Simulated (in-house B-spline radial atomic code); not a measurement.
Values are calculated unless marked as measured or tabulated.
# Making a Troullier-Martins p channel for Mo, r_c = 1.51 bohr

Mo, [Kr] 4d5 5s1, non-relativistic LDA (VWN5), spherical and spin-unpolarised, from a B-spline radial code for spherical atoms (atomic units). The all-electron 4p level is ε = -1.390049 hartree, its outermost node lies just inside 0.54 bohr and its outer maximum at 1.08 bohr.

Inside r_c the pseudo-orbital is u(r) = r^2 exp(p(r)), with p = c0 + c2 r² + c4 r⁴ + … + c12 r¹². The seven coefficients follow from p and its first four derivatives at r_c, from zero curvature of the screened potential at the origin, c4 = −c2²/(2l + 5), and from the norm inside r_c. At r_c the all-electron orbital has P = 0.784878, P' = -0.774894, the screened potential V = -1.931516, V' = 3.201746, V'' = -7.203504, and the norm inside is Q = 0.7498096.

What are p, p' and p'' at r_c?

p = ln(P/r_c^2) = ln(0.784878/2.2801) = -1.06645. p' = P'/P − 2/r_c = -0.98728 − 1.32450 = -2.31178. The radial equation gives p'' = 2(V − ε) − 2(2) p'/r_c − p'² = -1.08293 − (-6.12393) − 5.34434 = -0.30335. Differentiating, p''' = 2V' + 2(2)p'/r_c² − 2(2)p''/r_c − 2p'p'' = 1.7489, and p'''' = 2V'' − 4(2)p'/r_c³ + 4(2)p''/r_c² − 2(2)p'''/r_c − 2p''² − 2p'p''' = -6.8304.

For a trial c2 the five matching conditions are linear in c0, c6, c8, c10 and c12, and c2 is varied until the norm inside r_c equals Q. The root nearest zero gives:

```
 n          c_n
 0    0.5865663
 2   -0.4408792
 4  -0.02776778
 6   -0.2975641
 8    0.2139339
10  -0.05763005
12  0.005645094
```

Check c4 and p(r_c), and find the screened pseudopotential at the origin.

−c2²/7 = -0.0277678, as listed. The terms c_n r_c^n are 0.58657, -1.00525, -0.14436, -3.52730, 5.78223, -3.55155, 0.79322, which sum to -1.06645. Inverting the radial equation, V_l(r) = ε + 2 p'/r + (p'' + p'²)/2, so V_l(0) = ε + (2l + 3) c2 = -1.390049 + 5 × (-0.440879) = -3.5944 hartree, finite where the all-electron potential diverges.

Orbitals and screened potentials:

| r (bohr) | P | u | V all-electron | V pseudo |
| --- | --- | --- | --- | --- |
| 0.151 | 0.07089 | 0.04058 | -160.0 | -3.598 |
| 0.378 | -0.4748 | 0.2409 | -35.85 | -3.726 |
| 0.604 | 0.265 | 0.5503 | -14.83 | -4.196 |
| 0.831 | 0.8411 | 0.8529 | -7.752 | -4.722 |
| 1.057 | 1.014 | 0.9992 | -4.572 | -4.402 |
| 1.283 | 0.9461 | 0.9449 | -2.89 | -3.055 |
| 1.51 | 0.7849 | 0.7849 | -1.932 | -1.932 |

Logarithmic derivatives P'/P at R = 1.81 bohr, for energies E around ε:

```json
{"E − ε (hartree)": "-0.5", "all-electron": "0.39081", "pseudo": "0.38692"}
{"E − ε (hartree)": "-0.25", "all-electron": "-0.213885", "pseudo": "-0.2157"}
{"E − ε (hartree)": "-0.1", "all-electron": "-0.751208", "pseudo": "-0.751666"}
{"E − ε (hartree)": "0", "all-electron": "-1.24222", "pseudo": "-1.24223"}
{"E − ε (hartree)": "0.1", "all-electron": "-1.91349", "pseudo": "-1.91447"}
{"E − ε (hartree)": "0.25", "all-electron": "-3.59523", "pseudo": "-3.6087"}
{"E − ε (hartree)": "0.5", "all-electron": "-17.1744", "pseudo": "-17.9468"}
```

With P(R) = 0.5593743 and a norm of 0.8857625 inside R, what slope in energy does norm conservation fix?

d(P'/P)/dE = −2 × (norm inside R)/P(R)² = -5.6616 per hartree·bohr at E = ε, for both atoms, since orbital and norm agree at R. Differences over ±0.1 hartree give -5.8114 (all-electron) and -5.8140 (pseudo), which also hold third-order terms. Half a hartree below ε the two curves differ by -0.0039.
